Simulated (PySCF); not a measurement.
**Radial density of Sm(2+) (samarium, charge +2)**

M06-L, [Xe] 4f5 6s1, one real determinant (an excited configuration). Calculation: PySCF 2.14, in x2c-TZVPPall; the spin-free X2C one-electron Hamiltonian (Gaussian nucleus).

```
r (bohr)  4πr²ρ (e/bohr)  4πr²(ρα − ρβ)
  0.0264           73.01         0.0032
  0.0445           85.86         0.0101
  0.0748           108.2         0.0051
   0.126           80.71         0.0457
   0.212           94.19         0.7093
   0.356           39.63         3.2844
   0.599           43.62         5.7591
    1.01           14.72         3.6571
    1.69           6.357         0.7334
    2.85          0.8688         0.3596
    4.79          0.1746         0.1739
    8.06       0.0001242         0.0001
    13.6       3.279e-05         0.0000
```

Densities and radii are taken from the X2C orbitals without a picture-change correction, which distorts them close to the nucleus.

⟨L²⟩ = 24.01 against 30 for a pure H term, so this real determinant mixes terms. Spin-orbit coupling, absent here, splits the open shell strongly.
